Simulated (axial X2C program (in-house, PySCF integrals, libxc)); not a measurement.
Potential curves of GaB⁺, spin-free

Computed with an in-house all-electron X2C program for linear molecules (integrals from PySCF). Spin-free means the one-electron spin-free X2C Hamiltonian. Basis: Ga dyall-cv3z [9s9p7d4f1g], B dyall-v3z [7s6p2d1f] (cores contracted in-house); Gaussian nuclei, density fitting, unrestricted open shells. Masses: Ga 68.926 u, B 11.009 u.

State: M_S = 1/2, Λ = 0 (beyond evenly filled blocks: σα). Energies in eV from the fragments at the same level (Ga+ + B). Fits are polynomials in 1 − R0/R over 0.85 to 1.23 times the lowest point R0.

```tsv
R (Å)	HF
2.4308	-0.3278
2.5425	-0.4429
2.6264	-0.4981
2.7102	-0.5329
2.7940	-0.5519
2.8918	-0.5590
2.9896	-0.5540
3.1153	-0.5352
3.2690	-0.5006
3.4925	-0.4395
```

The state is one determinant whose occupation by symmetry is held fixed; it was picked as the lowest of a PBE0 search that is not exhaustive. Dissociation energies refer to the lowest single-determinant-based atoms at the same level and basis.

Q: Fit the HF curve near its minimum: give the equilibrium distance, the harmonic wavenumber and the well depth.

A: At HF, spin-free: Re = 2.895 Å, ωe ≈ 189 cm⁻¹, De = 0.56 eV to Ga+ + B; Be follows as 0.212 cm⁻¹.
